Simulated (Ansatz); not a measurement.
Correlation energies of C2H7NOSi, SMILES `CNC(=O)[SiH3]` by basis set

```csv
atom,x (Å),y (Å),z (Å)
C1,1.419,1.124,0.994
N2,0.725,0.129,0.213
C3,-0.613,0.161,0.000
O4,-1.345,1.028,0.447
Si5,-1.392,-1.233,-1.062
H6,2.170,1.643,0.395
H7,0.679,1.845,1.338
H8,1.907,0.674,1.862
H9,1.249,-0.625,-0.196
H10,-0.361,-2.205,-1.528
H11,-2.045,-0.604,-2.235
H12,-2.395,-1.937,-0.229
```

Total charge 0; spin multiplicity 1. The structure was optimised at the PBE0-D4/def2-TZVP level. Frozen core, restricted reference, Ansatz. CBS rows extrapolate triple and quadruple zeta; past MP2 they add the triple-zeta difference.

| basis | HF (Eh) | MP2 corr. |
| --- | --- | --- |
| def2-SVP | -497.80476 | -0.72197 |
| def2-TZVPP | -498.15018 | -0.89841 |
| def2-QZVPP | -498.16901 | -0.96261 |

(1) Estimate the CCSD correlation energy and the (T) correction in each basis where they were run (hartree).

## Answers

(1) 
| basis | CCSD corr. | (T) |
| --- | --- | --- |
| def2-SVP | -0.77209 | -0.02462 |
| def2-TZVPP | -0.93797 | -0.03956 |
| CBS(def2) | -1.04972 | as TZ |
